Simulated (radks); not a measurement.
Results of a calculation; reference values are marked as such.
Initial-state core-level shifts of neutral vanadium when its valence configuration changes from [Ar] 3d3 4s2. Code: a radial shooting solver on a logarithmic mesh with Libxc functionals. Model: non-relativistic Kohn-Sham, PBE, spin-polarised, spherical densities, point nucleus; open shells are filled with parallel spins first. Shifts are changes of the shell-averaged eigenvalues in eV (positive: less bound); the change of the density at the nucleus, which sets a Mossbauer isomer shift, is in e/bohr^3, on a base of 8187.

[
 {"valence": "3d5", "1s": "+6.441", "2p": "+7.310", "3s": "+6.738", "3p": "+6.500", "density at nucleus": "-7.1858"},
 {"valence": "3d4 4p1", "1s": "+2.952", "2p": "+3.569", "3s": "+3.051", "3p": "+2.892", "density at nucleus": "-6.9385"},
 {"valence": "3d2 4s2 4p1", "1s": "-7.130", "2p": "-7.948", "3s": "-6.875", "3p": "-6.639", "density at nucleus": "+3.2873"},
 {"valence": "3d3 4s1 4p1", "1s": "-1.138", "2p": "-1.139", "3s": "-1.117", "3p": "-1.104", "density at nucleus": "-2.5412"},
 {"valence": "3d4 4s1", "1s": "+4.211", "2p": "+4.715", "3s": "+4.309", "3p": "+4.166", "density at nucleus": "-3.9385"},
 {"valence": "3d3.5 4s1.5", "1s": "+2.313", "2p": "+2.605", "3s": "+2.339", "3p": "+2.255", "density at nucleus": "-2.2355"},
 {"valence": "3d2.5 4s2 4p0.5", "1s": "-3.413", "2p": "-3.783", "3s": "-3.338", "3p": "-3.229", "density at nucleus": "+1.5376"},
 {"valence": "3d1 4s2 4p2", "1s": "-15.359", "2p": "-17.277", "3s": "-14.366", "3p": "-13.848", "density at nucleus": "+7.3579"},
 {"valence": "3d3 4s1.5 4p0.5", "1s": "-0.642", "2p": "-0.639", "3s": "-0.626", "3p": "-0.621", "density at nucleus": "-1.1946"}
]
